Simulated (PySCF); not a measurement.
Gas-phase reaction: 2 HCl + 2 GaCl → GaH₂Cl + GaCl₃

Computed with PySCF and rigid-rotor harmonic-oscillator thermochemistry at 1 bar. † marks an energy on the PBE0/def2-TZVP geometry and frequencies; other levels use their own. MP2 and CCSD(T) freeze the core. 6-31G* has spherical d functions here. All species are closed-shell singlets. B3LYP is the form with VWN-RPA correlation. Ga: all electrons, no relativistic terms. GaH₂Cl: computed as isolated molecules; such fragments, hydroxides, amides, oligomers or adducts are transient or little studied in the gas. MP2 isn't extrapolated to the basis-set limit. CCSD(T) isn't extrapolated to the basis-set limit.

| level | ΔH°(298 K), kJ |
|---|---|
| B3LYP/6-31G* | -146 |
| BLYP/def2-TZVP† | (withheld) |
| CCSD(T)/def2-SVP† | (withheld) |
| HF/6-31G* | (withheld) |
| HF/def2-TZVP† | -207 |
| MP2/def2-SVP† | -260 |
| PBE/def2-SVP | -191 |
| PBE0/def2-SVP† | -218 |
| PBE0/def2-TZVP | -200 |
| ωB97X-V/def2-TZVP† | (withheld) |

Task: Fill in the missing entries.

Result: 
- BLYP/def2-TZVP†, ΔH°(298 K), kJ: -110
- CCSD(T)/def2-SVP†, ΔH°(298 K), kJ: -223
- HF/6-31G*, ΔH°(298 K), kJ: -213
- ωB97X-V/def2-TZVP†, ΔH°(298 K), kJ: -226
